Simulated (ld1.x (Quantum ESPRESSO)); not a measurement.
## aluminium (Al): RRKJ pseudisation with PBEsol, non-relativistic reference atom.

ld1.x (Quantum ESPRESSO) 7.5 input, shortened:

```
&input
   title='Al', zed=13., rel=0, dft='PBESOL', iswitch=3,
   config='[Ne] 3s2 3p1 3d-2'
 /
 &inputp
   pseudotype=2, tm=.false., rho0=0.005, lloc=-1, rcloc=1.55,
   nlcc=.false.
 /
3
3S  1  0   2.00   0.00  1.80  1.80  0.0
3P  2  1   1.00   0.00  2.10  2.10  0.0
3D  3  2  -2.00   0.05  1.85  1.85  0.0
 &test
   configts(1)='3s2 3p1'
 /
```

All-electron outer shells of the reference configuration (PBEsol, non-relativistic, ld1.x):

| shell | level (eV) | outermost node (bohr) | outermost maximum (bohr) |
| --- | --- | --- | --- |
| 2p | -69.58 | – | 0.43 |
| 3s | -7.69 | 0.80 | 2.09 |
| 3p | -2.70 | 0.82 | 2.64 |

Calculated quality:

| Item | Value |
| --- | --- |
| Cutoffs needed | 10 Ry and 35 Ry (the cutoffs (Ry, on a coarse ladder) from which the occupation-weighted sum of valence levels, in a spherical-Bessel basis at the reference potential, stays within 10 and 1 mRy of its value at 400 Ry) |
| Ghost test | no extra level below or beside the all-electron valence levels (s, p, d, f tested) (spherical-Bessel basis up to 400 Ry, 20 bohr box) |
| Largest excitation error | +25 meV (all-electron minus pseudo) for 3s1 3p0, out of 7 test configurations |

Generation and tests took about 5.5 s on one core of a shared server CPU.
